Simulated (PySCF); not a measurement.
# One change at a time: excitation energies

Level of theory: PySCF 2.14.0, density-fitted response routines, TDDFT PBE0/def2-SVPD, vertical, gas phase, core orbitals frozen in the response. Geometries: GFN2-xTB; one conformer of each isolated species. Triplets are in the Tamm–Dancoff approximation. 'Strongest' means the level of largest summed f among the lowest 8 singlets; it needn't be the same kind of state in each.

Parent: `C1(=C[SiH2][C@@H]1F)C#N`, with lowest singlet excitation energy 5.08 eV, lowest triplet energy 3.61 eV, energy of the strongest computed level 6.89 eV, HOMO energy -8.53 eV. Its spectrum: 244 nm (f 0.006); 215 nm (f 0.030); 209 nm (f 0.153); 204 nm (f 0.017); 193 nm (f 0.029).

Shifts from the parent:

```json
{"change": "H on C replaced by CH2NH2", "SMILES": "N#CC1=C[SiH2][C@]1(F)CN", "Δ S1 (eV)": "-0.55", "Δ T1 (eV)": "-0.01", "Δ strongest (eV)": "-1.01", "Δ HOMO (eV)": "+0.87"}
{"change": "H on C replaced by CH=NH", "SMILES": "[H]/N=C\\[C@@]1(F)[SiH2]C=C1C#N", "Δ S1 (eV)": "-0.77", "Δ T1 (eV)": "+0.02", "Δ strongest (eV)": "-0.50", "Δ HOMO (eV)": "+0.64"}
{"change": "H on C replaced by ethynyl", "SMILES": "C#C[C@]1(F)[SiH2]C=C1C#N", "Δ S1 (eV)": "-0.63", "Δ T1 (eV)": "-0.03", "Δ strongest (eV)": "-0.92", "Δ HOMO (eV)": "+0.56"}
```

Problem. Predict the same shifts for this change: H on C replaced by CN (`N#CC1=C[SiH2][C@@]1(F)C#N`).

Solution. Δ lowest singlet excitation energy -0.14 eV, Δ lowest triplet energy -0.01 eV, Δ energy of the strongest computed level -1.13 eV, Δ HOMO energy -0.51 eV. Spectrum: 4.93 eV (f 0.000); 5.76 eV (f 0.114); 5.91 eV (f 0.015); 6.03 eV (f 0.020); 6.31 eV (f 0.064). S1 falls most with H on C replaced by CH=NH (-0.77 eV); all changes lower it. S1 is simply the lowest singlet of each species and needn't be the same kind of state throughout. Over these 4 changes the shifts of S1 and of the HOMO–LUMO gap correlate with r = 0.99.

Lowest levels of each derivative:
- `N#CC1=C[SiH2][C@]1(F)CN`: 4.53 eV (f 0.006); 4.98 eV (f 0.002); 5.74 eV (f 0.017)
- `N#CC1=C[SiH2][C@@]1(F)C#N`: 4.93 eV (f 0.000); 5.76 eV (f 0.114); 5.91 eV (f 0.015)
- `[H]/N=C\[C@@]1(F)[SiH2]C=C1C#N`: 4.31 eV (f 0.004); 4.85 eV (f 0.001); 4.96 eV (f 0.006)
- `C#C[C@]1(F)[SiH2]C=C1C#N`: 4.45 eV (f 0.002); 5.31 eV (f 0.029); 5.62 eV (f 0.011)
